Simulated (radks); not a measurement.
Results of a calculation; reference values are marked as such.
Spherical quantum dot in the effective-mass picture: electrons in a well V = -V0 / (1 + exp((r - R)/a)) with V0 = 8.89, R = 2.99, a = 0.32, with a point charge +2 (a donor) at the centre, all in effective atomic units (hartree* = m*/eps^2 hartree, bohr* = eps/m* bohr), one dielectric constant everywhere. Level of theory: non-relativistic Kohn-Sham, LDA (Slater exchange, Perdew-Wang correlation), spin-polarised, spherical densities (a radial shooting solver with Libxc functionals). Levels are named by radial order and angular momentum (1s, 1p, 1d, 2s, ...), and open shells are averaged over m.

N = 8, configuration 1s2 1p6. This is the lowest configuration that the search found. Occupied and some empty levels:

level,occupation,eigenvalue (hartree*),<r> (bohr*)
1s,2,-5.9923,1.023
1p,6,-4.9939,1.757
2s,0,-4.6587,1.610
1d,0,-4.2539,1.974
1f,0,-3.4110,2.127

Energy (hartree*): total -58.9839, kinetic 8.1835, external -81.731, Hartree 18.139, exchange-correlation -3.5749. Static polarisability (adiabatic kernel): 8.203 bohr*^3.

Electron density:

r (bohr*),n(r) (e/bohr*^3)
0.237,1.170
0.491,0.5256
0.746,0.3073
1.00,0.2308
1.25,0.1969
1.51,0.1683
1.76,0.1318
2.02,0.08840
2.27,0.04822
2.53,0.02033
2.78,0.006383
3.04,0.001516
3.29,0.0002846
